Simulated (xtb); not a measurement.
GeTe, triplet, geometry from GFN2-xTB (the spin is typed, not shown lowest); xtb with GFN2-xTB.

Input for xtb:
```
$ xtb mol.xyz --gfn 2 --chrg 0 --uhf 2 --json

# file mol.xyz
2

Ge    -0.00000000    -0.00000000    -1.58156681
Te     0.00000000     0.00000000     0.97327189
```

The log (banner, timings and long lists left out):

```
   ID    Z sym.   atoms
    1   32 Ge     1
    2   52 Te     2

           -------------------------------------------------
          |                Calculation Setup                |
           -------------------------------------------------

           -------------------------------------------------
          |                 G F N 2 - x T B                 |
           -------------------------------------------------

          ...................................................
          :                      SETUP                      :
          :.................................................:
          :  # basis functions                  20          :
          :  # atomic orbitals                  18          :
          :  # shells                            6          :
          :  # electrons                        10          :
          :  max. iterations                   250          :
          :  Hamiltonian                  GFN2-xTB          :
          :  restarted?                      false          :
          :  GBSA solvation                  false          :
          :  PC potential                    false          :
          :  electronic temp.          300.0000000     K    :
          :  accuracy                    1.0000000          :
          :  -> integral cutoff          0.2500000E+02      :
          :  -> integral neglect         0.1000000E-07      :
          :  -> SCF convergence          0.1000000E-05 Eh   :
          :  -> wf. convergence          0.1000000E-03 e    :
          :  Broyden damping             0.4000000          :
          :  net charge                          0          :
          :  unpaired electrons                  2          :
          ...................................................

 iter      E             dE          RMSdq      gap      omega  full diag
   1     -2.0404856 -0.204049E+01  0.333E+01    0.00       0.0  T
   2      6.1579487  0.819843E+01  0.102E+02    0.05       1.0  T
   3     -0.8056632 -0.696361E+01  0.690E+01    0.00       1.0  T
   4     -4.2940716 -0.348841E+01  0.230E+01    0.00       1.0  T
   5     -4.4939223 -0.199851E+00  0.183E+01    0.00       1.0  T
   6     -4.9394211 -0.445499E+00  0.154E+01    0.00       1.0  T
   7     -4.8504969  0.889242E-01  0.234E+01    0.00       1.0  T
   8     -4.8970821 -0.465852E-01  0.215E+01    0.00       1.0  T
   9     -4.9400928 -0.430107E-01  0.955E+00    0.00       1.0  T
[...]
         :: total energy              -4.951060292255 Eh    ::
[...]
        11                          0.0752363               2.0473
        12                          0.0752363               2.0473
        13                          0.0827450               2.2516
        14                          0.0827450               2.2516
        15                          0.2048689               5.5748
        16                          0.2288051               6.2261
        17                          0.2288051               6.2261
        18                          0.8950692              24.3561
      -------------------------------------------------------------
                  HL-Gap            0.0000000 Eh            0.0000 eV
             Fermi-level           -0.2757813 Eh           -7.5044 eV

     #   Z          covCN         q      C6AA      α(0)
     1  32 Ge       0.936     0.060   287.841    36.284
     2  52 Te       0.936    -0.060   433.452    38.801

 Mol. C6AA /au·bohr⁶  :       1421.383216
 Mol. C8AA /au·bohr⁸  :     138202.055341
 Mol. α(0) /au        :         75.084787

Wiberg/Mayer (AO) data.
largest (>0.10) Wiberg bond orders for each atom

 ---------------------------------------------------------------------------
     #   Z sym  total        # sym  WBO       # sym  WBO       # sym  WBO
 ---------------------------------------------------------------------------
     1  32 Ge   1.304 --     2 Te   1.304
     2  52 Te   1.304 --     1 Ge   1.304
 ---------------------------------------------------------------------------

Topologies differ in total number of bonds
Writing topology from bond orders to xtbtopo.mol

molecular dipole:
                 x           y           z       tot (Debye)
 q only:        0.000       0.000      -0.292
   full:        0.000       0.000      -0.296       0.752
molecular quadrupole (traceless):
                xx          xy          yy          xz          yz          zz
 q only:       -0.168       0.000      -0.168       0.000       0.000       0.335
  q+dip:        0.570       0.000       0.570       0.000       0.000      -1.139
   full:        1.954       0.000       1.954      -0.000       0.000      -3.908

           -------------------------------------------------
          | TOTAL ENERGY               -4.951060292255 Eh   |
          | GRADIENT NORM               0.000000012728 Eh/α |
          | HOMO-LUMO GAP               0.000000000603 eV   |
           -------------------------------------------------

normal termination of xtb
```
